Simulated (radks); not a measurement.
Values are calculated unless marked as measured or tabulated.
Species: Ga III. Configuration: [Ar] 3d10 4s1 (the NIST ground configuration). Level of theory: non-relativistic Kohn-Sham, LDA (Slater exchange, VWN5 correlation), spin-polarised, spherical densities, point nucleus; open shells are filled with parallel spins first; hard spherical wall at 8 bohr (a radial shooting solver on a logarithmic mesh with Libxc functionals).

Unscreened Slater integrals over Kohn-Sham orbitals (eV). They are taken over the spin-up orbitals. Empty in this configuration: 4p.

integral     value
F0(4s,4s)   11.748
F0(4s,3d)   14.841
G2(4s,3d)   1.5817
F0(4s,3p)   15.072
G1(4s,3p)  0.94233
F0(4s,3s)   15.108
G0(4s,3s)  0.68933
F0(4s,4p)   10.710
G1(4s,4p)   7.1349
F0(3d,3d)   31.743
F2(3d,3d)   14.602
F4(3d,3d)   9.0679
F0(3d,3p)   33.594
F2(3d,3p)   15.789
G1(3d,3p)   19.414
G3(3d,3p)   11.801
F0(3d,3s)   34.024
G2(3d,3s)   14.638
F0(3d,4p)   12.783
F2(3d,4p)   2.7093
G1(3d,4p)   1.1083
G3(3d,4p)  0.94002
F0(3p,3p)   35.928
F2(3p,3p)   17.912
F0(3p,3s)   36.397
G1(3p,3s)   24.026
F0(3p,4p)   12.937
F2(3p,4p)   2.2952
G0(3p,4p)  0.57746
G2(3p,4p)  0.65584
F0(3s,3s)   36.915
F0(3s,4p)   12.960
G1(3s,4p)  0.63706
F0(4p,4p)   9.9365
F2(4p,4p)   5.2790
